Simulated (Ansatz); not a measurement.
`[OH][Ga]([Br])[Br]` + H₂O → `[OH][Ga]([OH])[Br]` + HBr at 600 K and 1 bar (formal hydrolysis of a Ga–Br bond).

Program: Ansatz. Geometries: PBE0-D4/def2-TZVP. ΔE: electronic, gas phase. CCSD(T)/CBS is the MP2 limit (def2-TZVPP, def2-QZVPP) plus CCSD(T) − MP2 in def2-TZVPP, frozen cores. This one scheme is used for every species. For Br, Ga outer-core shells are correlated without core-valence functions, which leaves a few kJ/mol of doubt a bond. Scalar relativity is left out up to krypton. One conformer a species, not always the lowest.

```csv
species,CCSD(T)/CBS energy (Eh),H − E (kJ/mol),S (J/(mol·K))
`[OH][Ga]([Br])[Br]`,-7146.50037,86.9,420.7
H₂O,-76.37941,76.8,212.8
`[OH][Ga]([OH])[Br]`,-4648.93401,123.1,410.5
HBr,-2573.91920,33.5,219.1
```

H − E and S are ideal-gas, rigid-rotor, harmonic terms from PBE0-D4/def2-TZVP, for one conformer and one mirror image of each species. 1 Eh = 2625.50 kJ/mol, R = 8.31446 J/(mol·K).

**Question.** By hand: ΔE, ΔH, ΔS and ΔG.

**Answer.** ΔE = (-4648.93401) + (-2573.91920) − (-7146.50037) − (-76.37941) = 0.02657 Eh = 69.8 kJ/mol. Δ(H − E) = 123.1 + 33.5 − 86.9 − 76.8 = -7.1, so ΔH = 62.7 kJ/mol. ΔS = 410.5 + 219.1 − 420.7 − 212.8 = -3.9 J/(mol·K). ΔG = 62.7 − 600 × (-3.9)/1000 = 65.0 kJ/mol.

**Question.** By hand: the equilibrium constant, and the temperature at which ΔG would vanish if ΔH and ΔS stayed fixed.

**Answer.** log₁₀ K = −ΔG/(RT ln 10) = -5.7. ΔH and −TΔS have one sign here, so there is no such temperature.

The number of gas molecules stays the same, so ΔS is small and ΔH decides. A doubt of 5 kJ/mol in ΔE shifts log₁₀ K by 0.4 here. Other conformers and mirror images would add mixing entropy, several J/(mol·K) or more a flexible species. These are equilibria of isolated gas molecules and say nothing of rates. Largest T1 diagnostic: 0.012 (customary marks: 0.02 for closed shells, 0.045 for open ones).

ΔS is within the doubt of such terms, so its sign, and with it that verdict, could turn.
